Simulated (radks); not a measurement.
Species: the tungsten ion W0.75+. Configuration: [Xe] 4f14 5d(up 2, down 2) 6s(up 1, down 0.25) (fractional occupations, a model configuration).

All-electron calculation, scalar-relativistic Kohn-Sham, LDA (Slater exchange, Perdew-Wang correlation), spin-polarised, spherical densities, point nucleus. Program: a radial shooting solver on a logarithmic mesh with Libxc functionals.

Energy parts (hartree):
total: -16132.8706
kinetic: 17775.0392
electron-nucleus: -39885.6554
Hartree: 6290.8852
exchange-correlation: -313.1396

Orbitals (lengths in bohr, moments of r in powers of bohr; r(max) is where P^2 peaks):
1s up: occ. 1; eigenvalue (hartree) -2552.068; <r^2> 0.0004634; r(max) 0.01146
1s down: occ. 1; eigenvalue (hartree) -2552.067; <r^2> 0.0004634; r(max) 0.01146
2s up: occ. 1; eigenvalue (hartree) -440.6932; <r^2> 0.007126; r(max) 0.06571
2s down: occ. 1; eigenvalue (hartree) -440.6930; <r^2> 0.007126; r(max) 0.06571
2p up: occ. 3; eigenvalue (hartree) -385.5657; <r^2> 0.005895; r(max) 0.05389
2p down: occ. 3; eigenvalue (hartree) -385.5654; <r^2> 0.005895; r(max) 0.05389
3s up: occ. 1; eigenvalue (hartree) -101.6330; <r^2> 0.04629; r(max) 0.1854
3s down: occ. 1; eigenvalue (hartree) -101.6328; <r^2> 0.04629; r(max) 0.1854
3p up: occ. 3; eigenvalue (hartree) -85.31105; <r^2> 0.04704; r(max) 0.1835
3p down: occ. 3; eigenvalue (hartree) -85.31081; <r^2> 0.04704; r(max) 0.1835
3d up: occ. 5; eigenvalue (hartree) -66.50891; <r^2> 0.03900; r(max) 0.1493
3d down: occ. 5; eigenvalue (hartree) -66.50869; <r^2> 0.03900; r(max) 0.1493
4s up: occ. 1; eigenvalue (hartree) -21.10378; <r^2> 0.2284; r(max) 0.4207
4s down: occ. 1; eigenvalue (hartree) -21.10339; <r^2> 0.2284; r(max) 0.4207
4p up: occ. 3; eigenvalue (hartree) -15.74776; <r^2> 0.2603; r(max) 0.4413
4p down: occ. 3; eigenvalue (hartree) -15.74732; <r^2> 0.2603; r(max) 0.4413
4d up: occ. 5; eigenvalue (hartree) -8.95987; <r^2> 0.3034; r(max) 0.4522
4d down: occ. 5; eigenvalue (hartree) -8.95933; <r^2> 0.3034; r(max) 0.4522
4f up: occ. 7; eigenvalue (hartree) -1.43396; <r^2> 0.4647; r(max) 0.4279
4f down: occ. 7; eigenvalue (hartree) -1.43323; <r^2> 0.4642; r(max) 0.4279
5s up: occ. 1; eigenvalue (hartree) -3.11882; <r^2> 1.279; r(max) 0.9613
5s down: occ. 1; eigenvalue (hartree) -3.11747; <r^2> 1.278; r(max) 0.9614
5p up: occ. 3; eigenvalue (hartree) -1.80002; <r^2> 1.774; r(max) 1.091
5p down: occ. 3; eigenvalue (hartree) -1.79757; <r^2> 1.768; r(max) 1.090
5d up: occ. 2; eigenvalue (hartree) -0.37452; <r^2> 4.785; r(max) 1.497
5d down: occ. 2; eigenvalue (hartree) -0.36451; <r^2> 4.704; r(max) 1.489
6s up: occ. 1; eigenvalue (hartree) -0.40350; <r^2> 10.04; r(max) 2.581
6s down: occ. 0.25; eigenvalue (hartree) -0.38622; <r^2> 10.15; r(max) 2.575

The highest occupied level is 5d down at -9.919 eV. Spin moment in Bohr magnetons: 0.75. Summed over all electrons, <r^2> = 57.11 bohr^2, which gives a Langevin (diamagnetic) susceptibility term of -45.2 x 10^-6 cm^3/mol.
